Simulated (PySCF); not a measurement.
**Hg(CH3)2 at several levels of theory**

Computed with PySCF 2.14.0 (density fitting, no spin-orbit coupling) at the geometry relaxed with PBE0:

```xyz
9
Hg(CH3)2 (singlet)
Hg    0.0000    0.0000    0.7394
C     2.1043    0.0000    0.7374
H     2.4942    0.0000   -0.2923
H     2.4948    0.8916    1.2520
H     2.4948   -0.8916    1.2520
C    -2.1043    0.0000    0.7374
H    -2.4942    0.0000   -0.2923
H    -2.4948   -0.8916    1.2520
H    -2.4948    0.8916    1.2520
```

```json
{"level": "PBE0", "basis": "Hg def2-SVP with ECP60, C def2-SVP, H def2-SVP", "state": "singlet", "HOMO (eV)": "-7.02", "gap (eV)": "7.29", "charge on Hg1 (e)": "0.46", "dipole about the centre of mass (D)": "0.00", "largest force component (eV/Å)": "0.01"}
{"level": "PBE0", "basis": "Hg def2-TZVP with ECP60, C def2-TZVP, H def2-TZVP", "state": "singlet", "HOMO (eV)": "-7.09", "gap (eV)": "6.98", "charge on Hg1 (e)": "0.58", "dipole about the centre of mass (D)": "0.00", "largest force component (eV/Å)": "0.27"}
```

Charges are Mulliken's, which hang on the basis. The relaxation used the grid (50, 194), these runs (75, 302) or, all-electron (x2c bases, spin-free X2C Hamiltonian), (99, 590).

Problem. A further run in the first row's basis gives HOMO (eV) -5.93, gap (eV) 5.52, charge on Hg1 (e) 0.37, dipole about the centre of mass (D) 0.00, largest force component (eV/Å) 0.25. Which level was it?
A. PBE
B. BLYP

Solution. A. The others give HOMO -5.74 eV (BLYP).

In the first row's basis the gap widens with exact exchange: 5.3 to 5.5 eV for BLYP, PBE (none); 7.3 eV for PBE0 (a fixed share).

A frequency check found unstable modes (1, the lowest at -35 cm⁻¹), so the relaxed geometry is a saddle point, or these are noise.
